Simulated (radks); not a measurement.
Charge is removed step by step from the 3d5/2 level of Se, starting from [Ar] 3d(3/2: 4, 5/2: 6) 4s2 4p4. Method: Dirac Kohn-Sham, PBEsol, spin-unpolarised, spherical densities, finite nucleus; open shells fill j = l - 1/2 first; Fermi nuclear charge, rms radius 4.14 fm; computed with a radial shooting solver on a logarithmic mesh with Libxc functionals.

removed (e)  E - E(0) (eV)  eigenvalue (eV)  E minus straight line (eV)
0                    0.000          -52.643                       0.000
0.25                13.817          -57.934                      -2.083
0.5                 28.986          -63.457                      -2.814
0.75                45.564          -69.195                      -2.137
1                   63.601          -75.134                       0.000

Removing the whole electron costs 63.601 eV by Delta-SCF, against 52.643 eV from minus the eigenvalue at the starting occupation. Slater's transition state (half an electron removed) gives 63.457 eV. Integrating minus the eigenvalue over the occupation (Janak's theorem) gives 63.601 eV. The mean slope of the eigenvalue, de/dn, is 22.5 eV per electron.
